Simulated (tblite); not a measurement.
Compound: C5H11PS.
Z-matrix (Å and degrees, GFN2-xTB geometry), rows numbered from 1:
```
C 
C   1  1.3225
P   2  1.8248  1  122.45
C   3  1.8464  2   98.51  1   151.50
C   3  1.8750  2   95.00  1  -110.57
S   5  1.8156  3  112.25  2  -166.83
C   6  1.8109  5   98.97  3   -64.16
H   1  1.0789  2  122.27  3   179.48
H   1  1.0777  2  121.36  3    -0.63
H   2  1.0857  1  120.93  3   179.82
H   4  1.0894  3  108.73  2   164.47
H   4  1.0887  3  108.94  2   -77.08
H   4  1.0902  3  111.17  2    44.02
H   5  1.0916  3  110.83  2   -48.30
H   5  1.0923  3  109.61  2    72.50
H   7  1.0849  6  107.03  5   176.55
H   7  1.0875  6  108.99  5    57.06
H   7  1.0868  6  109.39  5   -64.09
```

Level: GFN2-xTB in tblite, geometry and Hessian alike; calculated harmonic values, unscaled, isolated species. The method is semi-empirical: single wavenumbers can be off by several per cent or more. One conformer, not necessarily the lowest.

Harmonic wavenumbers (cm⁻¹): 27.5, 35.4, 87.3, 131.1, 156.7, 156.8, 188.3, 230.3, 277.2, 296.2, 365.9, 530.7, 672.6, 694.4, 717.4, 742.6, 750.0, 762.1, 875.3, 888.6, 901.8, 948.4, 950.7, 1000.3, 1008.3, 1073.5, 1148.6, 1236.7, 1315.0, 1318.1, 1395.8, 1396.3, 1435.0, 1440.9, 1447.4, 1447.6, 1662.0, 2943.6, 2955.8, 2977.3, 2992.2, 3006.8, 3008.3, 3012.8, 3019.1, 3061.9, 3082.4, 3112.1.

A = 3215, B = 961.9, C = 878.0 MHz; mass 134.032 u (most abundant isotopes); point group C1, symmetry number 1.

Q: Zero-point energy?

A: Half the sum of the wavenumbers: 31443 cm⁻¹ = 376.14 kJ/mol.

Q: What is S at 273.15 K and 1 bar for an ideal gas of classical rigid rotors and harmonic oscillators?

A: Translation 168.12, rotation 120.92, vibration 135.43: S = 424.5 J/(mol K).

Q: And Cp and H(273.15 K) − H(0)?

A: Cp = 153.01 J/(mol K), of which vibrations give 119.75 (their classical limit is 48 R = 399.1); H(273.15 K) − H(0) = 27.10 kJ/mol without the zero-point energy, 18.01 from vibrations.

Q: How do the functions run with temperature in this model?

A: 
| T (K) | S (J/(mol K)) | Cp (J/(mol K)) | H − H(0) (kJ/mol) | G − H(0) (kJ/mol) | ln q(vib) |
| --- | --- | --- | --- | --- | --- |
| 100 | 308.3 | 88.8 | 6.18 | -24.65 | 2.90 |
| 200 | 381.4 | 125.3 | 16.93 | -59.35 | 6.17 |
| 300 | 439.3 | 163.4 | 31.34 | -100.45 | 9.13 |
| 500 | 539.4 | 230.5 | 71.09 | -198.59 | 14.59 |
| 800 | 663.0 | 295.0 | 150.74 | -379.63 | 22.01 |
| 1000 | 732.0 | 323.9 | 212.76 | -519.28 | 26.50 |

q(vib) and H(0) count from the zero-point level.

Q: Which modes carry the vibrational entropy at 273.15 K?

A: 27.5 cm⁻¹: 24.39; 35.4 cm⁻¹: 22.29; 87.3 cm⁻¹: 14.85; 131.1 cm⁻¹: 11.56; 156.7 cm⁻¹: 10.14; 156.8 cm⁻¹: 10.14 J/(mol K); the other 42 give 42.08 together.

Q: Blend soft modes into free rotors: weight 1/[1 + (100 cm⁻¹/ν̃)⁴] for the oscillator and the rest for a rotor with moment μB/(μ + B), μ = h/(8π²ν), B = 10⁻⁴⁴ kg m². What vibrational entropy results?

A: 119.74 J/(mol K) in place of 135.43, which changes −T·S at 273.15 K by +4.29 kJ/mol.

Hindered rotation and anharmonicity are outside this model. Other conformers, if any are populated, would add a mixing term that is left out. The structure is chiral; the term R ln 2 for an equal mix with its mirror image is left out.
